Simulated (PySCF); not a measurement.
Bonds (- single, = double, # triple, : aromatic): C1-C2, C2:C3, C3:C4, C4:C5, C5:C6, C6:C7, C7-C8, C7:C2. C1 carries H9, H10; C3 carries H11; C4 carries H12; C5 carries H13; C6 carries H14; C8 carries H15, H16, H17. Formal charges: C1 +1.

Total charge +1.

Geometry: GFN2-xTB; GIAO absolute shieldings from PySCF 2.14, gas phase, non-relativistic, averaged over equivalent atoms.

At HF/6-31G (90 basis functions, 7.8 s wall time on 1 thread of an Arm Neoverse N1, shared host):
```json
{"atoms": "C1", "σ (ppm)": "11.5"}
{"atoms": "C7", "σ (ppm)": "24.2"}
{"atoms": "C5", "σ (ppm)": "30.0"}
{"atoms": "C3", "σ (ppm)": "43.4"}
{"atoms": "C2", "σ (ppm)": "66.6"}
{"atoms": "C6", "σ (ppm)": "76.4"}
{"atoms": "C4", "σ (ppm)": "79.9"}
{"atoms": "C8", "σ (ppm)": "187.1"}
{"atoms": "H9/H10", "σ (ppm)": "23.33"}
{"atoms": "H13", "σ (ppm)": "23.53"}
{"atoms": "H11", "σ (ppm)": "24.15"}
{"atoms": "H12", "σ (ppm)": "25.11"}
{"atoms": "H14", "σ (ppm)": "25.12"}
{"atoms": "H15/H16/H17", "σ (ppm)": "30.00"}
```

**Question.** What do these become at PBE0/pcSseg-1?

**Answer.** 
```tsv
atoms	σ at PBE0/pcSseg-1	change
C1	-12.4	-23.9
C7	3.3	-20.9
C5	10.7	-19.3
C3	22.4	-21.0
C2	38.2	-28.4
C6	44.4	-32.0
C4	47.7	-32.2
C8	162.3	-24.8
H9/H10	22.37	-0.96
H13	22.60	-0.93
H11	23.17	-0.98
H12	23.47	-1.64
H14	23.44	-1.68
H15/H16/H17	28.30	-1.70
```

The largest change is at C4 (aromatic CH). Cost: 181 basis functions, 32 s wall time on 1 thread of an Arm Neoverse V1, shared host. The order of the carbon signals is the same at both levels.
